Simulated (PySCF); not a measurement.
CH6CdSi, SMILES [CH3][Cd][SiH3].

Geometry optimised at B3LYP-D3(BJ)/def2-SVP. The structure was generated by enumeration; whether it is a known compound was not checked. The def2 effective core potentials stand for the cores of Cd; spin–orbit coupling is left out.

Calculation: r2SCAN/def2-TZVPD (PySCF).

Gas-phase values at a fixed geometry.

| Property | Value |
|---|---|
| total energy | -498.98351 hartree |
| point group | C3 |
| highest occupied level | -5.97 eV |
| lowest empty level | -1.26 eV |
| orbital gap | 4.71 eV |
| dipole moment | 0.84 D |
| quadrupole, principal values (traceless, Buckingham form, about the centre of nuclear charge) | -8.94, 4.47, 4.47 D·Å |
| mean static polarisability | 85.2 bohr³ (12.62 Å³) |
| polarisability, principal values | 65.8, 65.8, 124.0 bohr³ |
